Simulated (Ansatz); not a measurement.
`[CH3][GeH]([CH3])[SiH3]`, relaxed with RKS PBE-D4/def2-SVP in Ansatz from a rough embedded geometry. The force threshold is 0.03 eV/Å; the program also tests the step.

Total charge 0; spin multiplicity 1.

Start:

```xyz
14

C     0.611    1.695    0.408
Ge   -0.332    0.042    0.483
C     0.919   -1.351    0.886
Si   -1.221   -0.385   -1.603
H    -0.111    2.566    0.206
H     1.077    1.935    1.456
H     1.414    1.699   -0.330
H    -1.393    0.058    1.568
H     1.394   -1.227    1.907
H     0.398   -2.374    0.908
H     1.710   -1.411    0.117
H    -1.972   -1.659   -1.558
H    -0.241   -0.325   -2.581
H    -2.254    0.737   -1.866
```

By how much does the energy fall, and how many steps does the optimiser take? (Best estimate.)

Ansatz gave: 46.00 kJ/mol, in 3 steps.

Which bonds change most? (An estimate is asked.)

Computed: Si4–H13 from 1.386 to 1.510 Å; Ge2–Si4 from 2.307 to 2.396 Å; C1–Ge2 from 1.904 to 1.975 Å; C1–H6 from 1.172 to 1.108 Å.

Give the relaxed structure. (An estimate is asked.)

Computed: 
```xyz
14

C     0.637    1.769    0.481
Ge   -0.313    0.038    0.497
C     0.962   -1.408    0.928
Si   -1.333   -0.365   -1.633
H    -0.064    2.600    0.273
H     1.114    1.948    1.465
H     1.424    1.766   -0.298
H    -1.413    0.080    1.601
H     1.432   -1.217    1.912
H     0.446   -2.387    0.967
H     1.757   -1.458    0.158
H    -2.050   -1.691   -1.660
H    -0.274   -0.389   -2.709
H    -2.325    0.715   -1.982
```
